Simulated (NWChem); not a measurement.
Molecule: C4H7F; SMILES CC/C=C\F

Results from NWChem. Pople sets run with spherical d functions. Geometry: optimised at PBE0/def2-SVP. Level: PBE/6-31G* with SMD, gas-phase geometry; reactions with the solvents are ignored. One conformer.

| SMD term (kcal/mol) | water | benzene |
|---|---|---|
| distortion of the solute's density | 0.31 | 0.08 |
| polarisation | -2.66 | -1.34 |
| cavity, dispersion and structure | 3.85 | -1.42 |

Q: Sum the solvation free energies, find the transfer free energy from water to benzene and the partition coefficient at 298.15 K.

A: 
1. ΔG(solv, water) = 1.50 kcal/mol and ΔG(solv, benzene) = -2.68 kcal/mol (1 M gas to 1 M solution).
2. Transfer: -2.68 − (1.50) = -4.18 kcal/mol.
3. log₁₀ K(benzene/water) = −ΔG/(RT ln 10) = 4.18/1.364 = 3.1, so the model puts more of the solute in benzene.
4. Of the transfer energy, 1.09 kcal/mol is electrostatic and -5.27 comes from the non-electrostatic term. The two phases are taken as the pure solvents.
